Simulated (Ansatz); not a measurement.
Ansatz (a program for electronic structure) job for CH13NSi4, SMILES N[Si@@H](C[SiH3])[SiH2][SiH3], PBE0/def2-SVPD. Coordinates come from a ωB97X-D3(BJ)/def2-SVP optimisation. The structure was generated by enumeration; whether it is a known compound was not checked. The values are those of a single conformer.

Ansatz 0.2 input:
```yaml
crystal:
  periodic: [false, false, false]
  atoms:
    - {symbol: N, position_ang: [1.17632287, -1.99028619, 0.89090033]}
    - {symbol: Si, position_ang: [0.24571730, -0.53102565, 0.68703981]}
    - {symbol: C, position_ang: [1.23695877, 0.67399140, -0.35981668]}
    - {symbol: Si, position_ang: [3.07325982, 0.56344191, 0.04541145]}
    - {symbol: Si, position_ang: [-1.85991651, -0.77602974, -0.30743888]}
    - {symbol: Si, position_ang: [-2.72076955, 1.36315354, -0.67366439]}
    - {symbol: H, position_ang: [1.34931490, -2.60313595, 0.10039082]}
    - {symbol: H, position_ang: [1.07714614, -2.52884938, 1.74485988]}
    - {symbol: H, position_ang: [0.06005625, 0.02576041, 2.06108042]}
    - {symbol: H, position_ang: [0.87243695, 1.69979579, -0.17712007]}
    - {symbol: H, position_ang: [1.09070459, 0.47232106, -1.43510626]}
    - {symbol: H, position_ang: [3.67001529, -0.67553587, -0.53002899]}
    - {symbol: H, position_ang: [3.80362916, 1.73268645, -0.53500746]}
    - {symbol: H, position_ang: [3.28542648, 0.57540865, 1.52228242]}
    - {symbol: H, position_ang: [-1.71851044, -1.46579447, -1.63020874]}
    - {symbol: H, position_ang: [-2.80848233, -1.57419643, 0.53015029]}
    - {symbol: H, position_ang: [-1.82578386, 2.09482123, -1.62089770]}
    - {symbol: H, position_ang: [-4.10102949, 1.34207780, -1.24199062]}
    - {symbol: H, position_ang: [-2.74701115, 2.11913511, 0.61532215]}
basis:
  gaussian:
    orbitals: def2-SVPD
hamiltonian:
  xc: {name: PBE0}
```

Log of the run:

```
WARN ansatz: RAYON_NUM_THREADS=2 ignored (pool sized by the plan → 2); use --threads N
Functional definition: PBE0
integrals: 0.27 GiB planned
2156 factors; their error is unknown
mean field: 2.22 GiB planned
mean field evaluation 1: about -34213.9745 eV, gradient 6.1e1 eV
mean field evaluation 2: about -34204.5250 eV, gradient 8.4e1 eV
mean field evaluation 4: about -34221.9815 eV, gradient 4.6e0 eV
mean field evaluation 8: about -34222.0340 eV, gradient 3.8e-2 eV
mean field evaluation 16: about -34222.2843 eV, gradient 3.3e-5 eV
mean field -34222.28428991 eV, -1257.6457509568 hartree, gradient 3.3e-5 eV, S^2 0.000000; 0 other end points of the search recorded, 0 dependent functions left out
reference -34222.28434041 eV, -1257.6457528127 hartree; 41, 41 occupied and 199, 199 virtual orbitals, 2156 factors
Total energy: -34222.28434041 eV, -1257.6457528127 hartree
```

Self-consistency was reached.
